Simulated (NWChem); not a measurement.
Everything below was run with NWChem. System: MgO, charge 0, spin multiplicity 1, at a geometry optimised with PBE0/def2-SVP. The structure started from a generated list of species. Level: CCSD(T)/def2-TZVP, 6 core orbitals frozen.

Input file:

```
start mol
memory heap 100 mb stack 700 mb global 1900 mb
geometry units angstroms nocenter noautoz
  Mg     0.000000     0.000000     0.699045
  O      0.000000     0.000000    -1.048568
  symmetry group C2v
end
basis spherical
  * library def2-tzvp
end
scf
  rhf
  nopen 0
  maxiter 100
  thresh 1e-7
  semidirect memsize 60000000 filesize 0
end
tce
  freeze core 6
  ccsd(t)
  2eorb
  2emet 13
  thresh 1e-6
  maxiter 100
  tilesize 24
end
task tce energy
```

Part of the output:

```
             Northwest Computational Chemistry Package (NWChem) 7.3.0
             --------------------------------------------------------

                                NWChem Input Module
                                -------------------

 Scaling coordinates for geometry "geometry" by  1.889725989
 (inverse scale =  0.529177249)

 Turning off AUTOSYM since
 SYMMETRY directive was detected!

                             Geometry "geometry" -> ""
                             -------------------------

 Output coordinates in angstroms (scale by  1.889725989 to convert to a.u.)

  No.       Tag          Charge          X              Y              Z
 ---- ---------------- ---------- -------------- -------------- --------------
    1 Mg                  12.0000     0.00000000     0.00000000     0.69904500
    2 O                    8.0000     0.00000000     0.00000000    -1.04856800

 Effective nuclear repulsion energy (a.u.)      29.0688017908

            Nuclear Dipole moment (a.u.)
            ----------------------------
        X                 Y               Z
 ---------------- ---------------- ----------------
     0.0000000000     0.0000000000    -0.0000075589

      Symmetry information
      --------------------

 Group name             C2v
 Group number             16
 Group order               4
 No. of unique centers     2

      Symmetry unique atoms

     1    2


 Summary of "ao basis" -> "" (spherical)
 ------------------------------------------------------------------------------
       Tag                 Description            Shells   Functions and Types
 ---------------- ------------------------------  ------  ---------------------
 *                         def2-tzvp                  on all atoms

 Summary of "ao basis" -> "ao basis" (spherical)
 ------------------------------------------------------------------------------
       Tag                 Description            Shells   Functions and Types
 ---------------- ------------------------------  ------  ---------------------
 Mg                        def2-tzvp                12       32   5s4p3d
[...]
   CC-T/L Amplitude update :  5-th order DIIS
                I/O scheme : Global Array Library
        L-threshold :  0.10D-05
        EOM-threshold :  0.10D-05
 no EOMCCSD initial starts read in
 TCE RESTART OPTIONS
 SLICE:      F
 D4D5:       F
 quantumc:   F
 qrotation:  F
 pwtce:      F
 qducc:      F
 nacto:                         0
 nrotv:                         0
 nrot:                          0

            Memory Information
            ------------------
          Available GA space size is     249032831 doubles
          Available MA space size is     104852236 doubles

 Maximum block size supplied by input
 Maximum block size        24 doubles

 tile_dim =     23

 -------------------------------------------------

 Global array virtual files algorithm will be used

 Parallel file system coherency ......... OK

 4-electron integrals stored in orbital form

 v2    file size   =           909937
 4-index algorithm nr.  13 is used
 imaxsize =       30
 imaxsize ichop =        0


CCSD iterations
 ---------------------------------------------------------
 Iter          Residuum       Correlation     Cpu    Wall
 ---------------------------------------------------------
    1   0.2021549160450  -0.3209956796784     0.1     0.1
    2   0.0665897146992  -0.2847442383455     0.1     0.1
    3   0.0336241280529  -0.3068535953460     0.1     0.1
    4   0.0321792174855  -0.2973004768916     0.1     0.1
    5   0.0292334166314  -0.3064036985841     0.1     0.1
    6   0.0049887845385  -0.3032311939468     0.1     0.1
    7   0.0046413146284  -0.3030845405926     0.1     0.1
    8   0.0028574180483  -0.3034660222322     0.1     0.1
    9   0.0036105715479  -0.3031256271956     0.1     0.1
   10   0.0029407778103  -0.3036953064403     0.1     0.1
   11   0.0004796321291  -0.3035751677027     0.1     0.1
   12   0.0003372534927  -0.3035646830511     0.1     0.1
   13   0.0002225715381  -0.3035488783572     0.1     0.1
   14   0.0001692350028  -0.3035535881597     0.1     0.1
   15   0.0001303726050  -0.3035460308330     0.1     0.1
   16   0.0000595505487  -0.3035455454604     0.1     0.1
   17   0.0000344853379  -0.3035480536074     0.1     0.1
   18   0.0000297704002  -0.3035478371597     0.1     0.1
   19   0.0000193126489  -0.3035508084502     0.2     0.2
   20   0.0000191326281  -0.3035495004837     0.1     0.1
   21   0.0000060441748  -0.3035527205172     0.1     0.1
   22   0.0000043718736  -0.3035524626838     0.1     0.1
   23   0.0000034286431  -0.3035521500316     0.1     0.1
   24   0.0000029707061  -0.3035524238815     0.1     0.1
   25   0.0000028569469  -0.3035520198159     0.2     0.2
   26   0.0000006875830  -0.3035521760704     0.1     0.1
 -----------------------------------------------------------------
 Iterations converged
 CCSD correlation energy / hartree =        -0.303552176070376
 CCSD total energy / hartree       =      -274.678230137563503

 Singles contributions
    11a1  (alpha) ---    10a1  (alpha)        0.1063321408

 Doubles contributions
    11a1  (alpha)    11a1  (beta ) ---    10a1  (alpha)    10a1  (beta )       -0.2085903102
 CCSD(T)
 Using plain CCSD(T) code
             total no. of tasks          230
 total no. of tasks / no. procs          230
                         wl_min          432           2.7
                         wl_max        97336           6.8
        thresh for no. of tasks          230

 CCSD[T]  correction energy / hartree =        -0.028866442198794
 CCSD[T] correlation energy / hartree =        -0.332418618269170
 CCSD[T] total energy / hartree       =      -274.707096579762322
 CCSD(T)  correction energy / hartree =        -0.022667690232988
 CCSD(T) correlation energy / hartree =        -0.326219866303364
 CCSD(T) total energy / hartree       =      -274.700897827796496

 Task  times  cpu:        9.5s     wall:        9.5s

 Total times  cpu:        9.6s     wall:        9.6s
```
